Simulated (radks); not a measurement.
Values are calculated unless marked as measured or tabulated.
All-electron atom: Ca+ in [Ar] 4s1.

Level of theory: scalar-relativistic Kohn-Sham, r2SCAN, spin-unpolarised, spherical densities, finite nucleus; meta-GGA in the generalised Kohn-Sham scheme; Fermi nuclear charge, rms radius 3.4776 fm (a radial shooting solver on a logarithmic mesh with Libxc functionals).

Energy parts (eV):
part                      energy
total                 -18511.336
kinetic                18638.186
electron-nucleus      -43826.868
Hartree                 7657.247
exchange-correlation    -979.901

Orbitals (lengths in bohr, moments of r in powers of bohr; <r^-3> diverges for s and p1/2; r(max) is where P^2 peaks):
| orbital | occ. | eigenvalue (eV) | <r^-3> | <r^2> | r(max) | <1/r> |
|---|---|---|---|---|---|---|
| 1s | 2 | -3974.474 | - | 0.007948 | 0.05029 | 19.74 |
| 2s | 2 | -428.0873 | - | 0.1561 | 0.2994 | 4.064 |
| 2p | 6 | -346.1084 | 187.3 | 0.1325 | 0.2468 | 3.952 |
| 3s | 2 | -55.7996 | - | 1.539 | 0.9930 | 1.204 |
| 3p | 6 | -35.7886 | 19.40 | 1.885 | 1.048 | 1.076 |
| 4s | 1 | -8.8533 | - | 15.43 | 3.247 | 0.3464 |

The highest occupied level is 4s at -8.853 eV. Summed over all electrons, <r^2> = 30.95 bohr^2, which gives a Langevin (diamagnetic) susceptibility term of -24.5 x 10^-6 cm^3/mol. The electron density at the nucleus is 6184 e/bohr^3 (large components only). For comparison, the ionisation energy in NIST's Atomic Spectra Database is 11.872 eV (measured). In exact Kohn-Sham theory the highest level is minus the ionisation energy, but local and semilocal functionals leave it too shallow, through self-interaction and a potential that decays too fast; potentials with the right tail come closer.

Beside tabulated values, note that spin-unpolarised runs miss the spin-polarisation part of the exchange energy of open shells.
